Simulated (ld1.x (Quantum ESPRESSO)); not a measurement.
Building the ultrasoft potential for Ni (PBE, scalar-relativistic).

```json
{
 "Element": "Ni (Z = 28)",
 "Generator": "ld1.x (Quantum ESPRESSO) 7.5",
 "Type": "ultrasoft",
 "Functional": "PBE",
 "Relativity": "scalar-relativistic",
 "Frozen core": "[Ne]",
 "Valence charge": "18",
 "Reference configuration": "3s2 3p6 3d8 4s2 4p0",
 "Partial waves": "3s (bound): rcut 1.00, rcutus 1.15 bohr; 4s (bound): rcut 1.00, rcutus 1.15 bohr; 3p (bound): rcut 1.10, rcutus 1.25 bohr; 4p (bound, empty): rcut 1.10, rcutus 1.25 bohr; 3d (bound): rcut 1.65, rcutus 1.80 bohr; 3d channel at -0.35 Ry: rcut 1.65, rcutus 1.80 bohr",
 "Local potential": "all-electron potential smoothed inside 1.40 bohr (lloc = -1)",
 "Core correction": "none",
 "Augmentation charge": "built from norm-conserving waves at rcut, not smoothed further"
}
```

All-electron outer shells of the reference configuration (PBE, scalar-relativistic, ld1.x):

```json
{"shell": "2s", "level (eV)": "-981.83", "outermost node (bohr)": "0.07", "outermost maximum (bohr)": "0.21"}
{"shell": "2p", "level (eV)": "-844.68", "outermost node (bohr)": "–", "outermost maximum (bohr)": "0.16"}
{"shell": "3s", "level (eV)": "-111.06", "outermost node (bohr)": "0.30", "outermost maximum (bohr)": "0.64"}
{"shell": "3p", "level (eV)": "-71.39", "outermost node (bohr)": "0.27", "outermost maximum (bohr)": "0.65"}
{"shell": "3d", "level (eV)": "-8.87", "outermost node (bohr)": "–", "outermost maximum (bohr)": "0.63"}
{"shell": "4s", "level (eV)": "-5.64", "outermost node (bohr)": "0.92", "outermost maximum (bohr)": "2.24"}
{"shell": "4p", "level (eV)": "-1.22", "outermost node (bohr)": "1.00", "outermost maximum (bohr)": "3.17"}
```

Question: Is the overlap operator S = 1 + Σ q|β⟩⟨β| positive definite (Bessel basis up to 400 Ry)?

Answer: Yes: its lowest eigenvalue is 0.15 (s channel).

Its largest configuration-test error is +3875 meV (3s2 3p6 3d7 4s0 4p0), which is poor. 2 of 7 tests not solved or not reliable. Not counted: 3s2 3p6 3d8 4s0 4p0 (pseudo-atom not self-consistent, printed error +3.9 eV); 3s2 3p6 3d9 4s0 4p0 (pseudo-atom not self-consistent, printed error +3.9 eV).

A Bessel basis up to 400 Ry misses an occupied level by 1.26 Ry, so cutoffs and ghosts were not judged. The potential misses its own reference levels by up to 2.0 eV, so it is not fit for use.
